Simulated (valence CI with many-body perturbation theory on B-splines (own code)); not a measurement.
## Hyperfine factors and g values of Mo⁹⁺

Calculated by configuration interaction combined with many-body perturbation theory (CI+MBPT): five valence electrons over a frozen Dirac-Fock core [Ar] 3d10, radial functions for each j: 9 s, 9 p, 8 d, 6 f, 3 g, 1 h, with the one-electron correlation potential Σ1 (screened to all orders), the two-electron term Σ2, the three-electron term Σ3, Breit, model QED; selected single and double excitations, second order for the rest, scaled by the run's own slope (own B-spline code, finite nucleus).

No measured levels were compared; by estimate levels hold to about 250 cm⁻¹ or 0.2 % of their energy and the worst to 1 %, as in measured heavy ions of charge 2 to 7; those with d or f electrons hold less well. Among the levels kept, up to 720 cm⁻¹ of a level comes from second order outside the variational space, and about a tenth of that is noise between levels of different J, which matters for small intervals.

A/g_I is the dipole constant over the nuclear g factor μ/I (μ in nuclear magnetons, uniformly magnetised nucleus), B/Q the quadrupole constant per barn. Both hold the static response of the core; the bare values leave it out. Large factors of s and p1/2 electrons are usually good to 5 to 10 %; those of open d and f shells near neutrality can be off by tens of per cent, and small factors of p3/2, d and f electrons come from cancelling terms and can be off by a factor of two or in sign, in half-filled shells by more. B is blank for J = 1/2, where it vanishes, and for nearly pure S terms. Energies count from the lowest level.

Names give the largest LS component (configuration and term), which can be under half, so a name can repeat, a term be missing and a line seem to break the LS rules; names also repeat where a configuration has a term twice. Letters in brackets count levels of one name in rising energy.

```csv
Level,E (eV),g,A/g_I (MHz),A/g_I bare,B/Q (MHz/b),B/Q bare
4s2 4p3 4S°_3/2,0.000,1.877,1260,934,1060,969
4s2 4p3 2D°_3/2,3.351,1.005,2570,2430,6340,5830
4s2 4p3 2D°_5/2,4.422,1.200,7160,6640,-42.8,-35.5
4s2 4p3 2P°_1/2,6.887,0.665,20900,19600,,
4s2 4p3 2P°_3/2,8.769,1.252,3910,3600,-7450,-6850
4s 4p4 4P_5/2,27.869,1.582,17500,16300,5880,5410
4s 4p4 4P_3/2,29.720,1.709,14100,13100,-5220,-4800
4s 4p4 4P_1/2,30.289,2.628,39600,36900,,
4s 4p4 2D_3/2,34.293,0.855,-4910,-4590,-8630,-7940
4s 4p4 2D_5/2,34.906,1.218,19500,18300,-12700,-11700
4s 4p4 2S_1/2,39.020,1.552,37600,35200,,
4s 4p4 2P_3/2,39.495,1.300,-93.9,-149,4000,3670
4s 4p4 2P_1/2,42.375,1.139,37200,34800,,
4s2 4p2 4d 4F_3/2,43.751,0.501,2100,2090,268,187
4s2 4p2 4d 4F_5/2,44.529,1.098,753,723,2460,2190
4s2 4p2 4d 4F_7/2,45.766,1.256,1080,987,1920,1670
4s2 4p2 4d 2F_5/2 [a],45.792,0.961,5330,4980,-2290,-2130
4s2 4p2 4d 4D_1/2,46.356,0.041,8380,8030,,
4s2 4p2 4d 4D_3/2,46.537,1.124,3900,3640,-3130,-2860
4s2 4p2 4d 2F_7/2 [a],46.558,1.251,2860,2640,2510,2270
4s2 4p2 4d 4F_9/2,46.921,1.305,3000,2760,-3660,-3460
4s2 4p2 4d 4D_5/2,47.515,1.207,3250,3030,-2400,-2220
4s2 4p2 4d 4D_7/2,49.333,1.248,2380,2200,2730,2470
4s2 4p2 4d 2P_3/2 [a],49.736,1.286,-2000,-1900,597,528
4s2 4p2 4d 2G_7/2,50.796,0.946,3820,3580,10200,9250
4s2 4p2 4d 2G_9/2,51.502,1.139,2810,2640,13000,11900
4s2 4p2 4d 4P_5/2,51.741,1.546,737,615,150,135
4s2 4p2 4d 2P_1/2 [a],51.939,1.113,11700,11100,,
4s2 4p2 4d 4P_3/2,52.204,1.476,1740,1570,-898,-817
4s2 4p2 4d 4P_1/2,52.930,2.114,-690,-959,,
4s2 4p2 4d 2D_3/2 [a],53.126,1.028,2990,2800,2140,1940
4s2 4p2 4d 2D_5/2 [a],54.601,1.212,3420,3180,-1850,-1730
4s2 4p2 4d 2D_3/2 [b],55.467,0.881,3430,3210,-921,-829
4s2 4p2 4d 2D_5/2 [b],56.036,1.190,1200,1140,9570,8740
4s2 4p2 4d 2P_1/2 [b],56.220,0.892,-5030,-4640,,
4s2 4p2 4d 2F_5/2 [b],56.912,0.992,2270,2150,2220,2000
4s2 4p2 4d 2S_1/2,57.955,1.857,12300,11600,,
4s2 4p2 4d 2P_3/2 [b],58.046,1.289,1430,1330,-2730,-2500
4s2 4p2 4d 2F_7/2 [b],58.134,1.139,3460,3210,-1630,-1540
4s2 4p2 4d 2D_3/2 [c],60.492,0.817,2230,2140,2230,2020
```

(1) Take the isotope of mass number 97, with I = 5/2, μ = -0.9324 μN and Q = 0.255 b. What is the hyperfine structure of 4s2 4p3 2D°_3/2?

## Answers

(1) From the table A = -959 MHz, B = 1620 MHz. Shifts from the centre of gravity in MHz: F = 1: 6170, F = 2: 2950, F = 3: -651, F = 4: -3190.
